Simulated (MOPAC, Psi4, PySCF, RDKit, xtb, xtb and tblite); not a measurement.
Two geometries of SMILES OB(O)/C=C\C(C)(C)C (C6H13BO2), relaxed at GFN2-xTB with one dihedral held; other torsions can differ between them too.

Structure A

```
22

C     -0.7795     1.5299     0.0729
C     -0.9881     0.0082     0.1136
C     -2.3804    -0.2588     0.7004
C     -0.9452    -0.6080    -1.2933
C      0.0540    -0.6376     0.9993
C      1.3809    -0.6555     0.8681
B      2.4042    -0.0683    -0.1775
O      3.7026    -0.3429     0.0982
O      2.1716     0.6650    -1.3030
H     -1.4380     1.9852    -0.6647
H      0.2472     1.7964    -0.1564
H     -1.0137     1.9554     1.0467
H     -3.1467     0.1954     0.0756
H     -2.5758    -1.3275     0.7579
H     -2.4634     0.1596     1.7012
H      0.0617    -0.6355    -1.6975
H     -1.5862    -0.0500    -1.9735
H     -1.3046    -1.6344    -1.2523
H     -0.3721    -1.1503     1.8552
H      1.9087    -1.1936     1.6488
H      4.3163     0.0180    -0.5428
H      1.2619     0.8689    -1.5153
```

Structure B

```
22

C     -0.8648     1.5283     0.1565
C     -0.9682    -0.0006     0.1043
C     -2.3670    -0.4262     0.5650
C     -0.7493    -0.4852    -1.3327
C      0.0569    -0.6036     1.0316
C      1.3871    -0.5887     0.9394
B      2.3896     0.0370    -0.0985
O      2.0728     1.0413    -0.9491
O      3.6832    -0.4070    -0.1518
H     -1.6192     1.9766    -0.4865
H      0.1177     1.8415    -0.1791
H     -1.0188     1.8843     1.1731
H     -3.1261     0.0034    -0.0852
H     -2.4679    -1.5095     0.5373
H     -2.5580    -0.0867     1.5812
H      0.2150    -0.1501    -1.6969
H     -1.5261    -0.0880    -1.9825
H     -0.7829    -1.5720    -1.3761
H     -0.3799    -1.1183     1.8819
H      1.9013    -1.1167     1.7417
H      2.8155     1.3173    -1.4886
H      3.9111    -1.1142     0.4485
```

Task: Which is lower in energy at the level B3LYP-D3(BJ)/def2-SVP // GFN2-xTB run with Psi4, and by how much?

Result: B is lower, by 4.21 kJ/mol (dihedral C5–C6–B7–O8: 180° in A, 20° in B).

E(B) − E(A) in kJ/mol at the other levels, on the same two geometries: GFN2-xTB (xtb and tblite) -6.52; B3LYP/def2-SVP // GFN2-xTB (Psi4) -5.18; PBE/def2-SVP // GFN2-xTB (Psi4) -3.82; PBE-D3(BJ)/def2-SVP // GFN2-xTB (Psi4) -3.17; UFF // GFN2-xTB (RDKit) -49.47; PM7, restricted, heats of formation // GFN2-xTB (MOPAC) 2.06; AM1, restricted, heats of formation // GFN2-xTB (MOPAC) -6.71; GFN1-xTB // GFN2-xTB (xtb) -9.14; restricted B3LYP/6-31G*, spherical d, density fitting // GFN2-xTB (PySCF) -4.07; restricted Hartree-Fock/LANL2DZ, density fitting // GFN2-xTB (PySCF) -13.07; restricted MP2 (frozen core)/3-21G // GFN2-xTB (PySCF) -7.31; restricted MP2 (frozen core)/6-31G*, spherical d // GFN2-xTB (PySCF) -5.34.
